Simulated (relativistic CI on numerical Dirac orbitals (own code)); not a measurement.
# Radial parameters of Ga²⁴⁺

Computed by Dirac-Coulomb-Breit CI, KLI orbitals optimised for each configuration, model QED (radiative potential, 1s self-energy scaled to tabulated hydrogen-like ionisation energies), unscaled Slater integrals (own radial code, finite nucleus).

Slater integrals F^k, G^k are unscaled and averaged over j, outside the closed core 1s2; ζ comes from projecting the Hamiltonian with its Breit term on Σ l·s of the shell.

- 2s2.2p3: F^2(2p,2p) = 535400, ζ(2p) = 162570 cm⁻¹; <r>(2p) = 0.178, <r^2>(2p) = 0.03838 (bohr units).
- 2s.2p4: F^2(2p,2p) = 533920, G^1(2s,2p) = 575170, ζ(2p) = 161260 cm⁻¹; <r>(2s) = 0.2065, <r^2>(2s) = 0.05003, <r>(2p) = 0.1785, <r^2>(2p) = 0.03859 (bohr units).
- 2p5: ζ(2p) = 160000 cm⁻¹; <r>(2p) = 0.1791, <r^2>(2p) = 0.03887 (bohr units).

Averages of the first 10 configurations, taken without configuration mixing, which lowers the lowest level and can move excited configurations by several eV; other configurations of the list can lie among them:

| Configuration | Parity | States | Average energy above the lowest level (eV) |
| --- | --- | --- | --- |
| 2s2.2p3 | odd | 20 | 36.5 |
| 2s.2p4 | even | 30 | 172.4 |
| 2p5 | odd | 6 | 331.2 |
| 2p4.3s | even | 30 | 1647.7 |
| 2p4.3p | odd | 90 | 1685.1 |
| 2p4.3d | even | 150 | 1726.5 |
| 2s2.2p2.3s | even | 30 | 1383.3 |
| 2s2.2p2.3p | odd | 90 | 1424.1 |
| 2s2.2p2.3d | even | 150 | 1465.9 |
| 2s.2p3.3s | odd | 80 | 1503.8 |
